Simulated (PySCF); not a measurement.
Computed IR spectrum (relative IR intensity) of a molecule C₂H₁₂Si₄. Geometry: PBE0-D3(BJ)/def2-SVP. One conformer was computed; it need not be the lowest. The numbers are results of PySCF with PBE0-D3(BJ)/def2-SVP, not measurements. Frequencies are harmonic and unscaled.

Lines under 2 % of the strongest are left out, and lines within 2 cm⁻¹ are merged.

ν (cm⁻¹): 356 (vw), 491 (w), 502 (vw), 701 (w), 721 (m), 771 (m), 791 (vs), 822 (w), 834 (m), 874 (m), 925 (m), 933 (m), 935 (w), 965 (vw), 1029 (w), 1038 (m), 1375 (vw), 2193 (w), 2207 (s), 2216 (s), 2219 (w), 2223 (s) (against the strongest line: vs over 80 %, s over 45 %, m over 15 %, w over 4 %, vw less)

Identify the compound among the candidates.
(A) CC1([SiH3])[SiH2][SiH2][SiH2]1
(B) [SiH3][Si@H]1CC[Si@@H]1[SiH3]
(C) [SiH3][SiH]1C[SiH2][SiH2]C1
(D) C[SiH2][SiH]1[SiH2]C[SiH2]1

C, [SiH3][SiH]1C[SiH2][SiH2]C1
